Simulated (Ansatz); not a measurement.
`[AlH2]/[N]=C\[SeH]` + `[SiH3]S` → `S[SiH2][SeH]` + `C=[N][AlH2]` at 500 K and 1 bar (formal exchange of groups at the Se–C bond).

Isolated molecules relaxed with PBE0-D4/def2-TZVP in Ansatz; ΔE leaves out vibrations. CCSD(T)/CBS adds triple-zeta CCSD(T) − MP2 to the extrapolated MP2 energy (def2 sets, frozen cores). For Se outer-core shells are correlated without core-valence functions, which leaves a few kJ/mol of doubt a bond. Scalar relativity is left out up to krypton. One conformer a species, not always the lowest.

```
             species  CCSD(T)/CBS energy (Eh)  H − E (kJ/mol)  S (J/(mol·K))
`[AlH2]/[N]=C\[SeH]`              -2737.86550           152.3          397.9
           `[SiH3]S`               -689.27336           117.6          310.5
      `S[SiH2][SeH]`              -3090.01366           130.2          383.1
       `C=[N][AlH2]`               -337.15304           145.7          321.9
```

H − E and S are ideal-gas, rigid-rotor, harmonic terms from PBE0-D4/def2-TZVP, for one conformer and one mirror image of each species. 1 Eh = 2625.50 kJ/mol, R = 8.31446 J/(mol·K).

Question: By hand: ΔE, ΔH, ΔS and ΔG.

Answer: ΔE = (-3090.01366) + (-337.15304) − (-2737.86550) − (-689.27336) = -0.02784 Eh = -73.1 kJ/mol. Δ(H − E) = 130.2 + 145.7 − 152.3 − 117.6 = 6.0, so ΔH = -67.1 kJ/mol. ΔS = 383.1 + 321.9 − 397.9 − 310.5 = -3.4 J/(mol·K). ΔG = -67.1 − 500 × (-3.4)/1000 = -65.4 kJ/mol.

Question: By hand: the equilibrium constant, and the temperature at which ΔG would vanish if ΔH and ΔS stayed fixed.

Answer: log₁₀ K = −ΔG/(RT ln 10) = 6.8. ΔG = 0 at ΔH/ΔS = 19735 K, far beyond where these terms or the molecules hold.

The number of gas molecules stays the same, so ΔS is small and ΔH decides. A doubt of 5 kJ/mol in ΔE shifts log₁₀ K by 0.5 here. Other conformers and mirror images would add mixing entropy, several J/(mol·K) or more a flexible species. These are equilibria of isolated gas molecules and say nothing of rates. Largest T1 diagnostic: 0.015 (customary marks: 0.02 for closed shells, 0.045 for open ones).
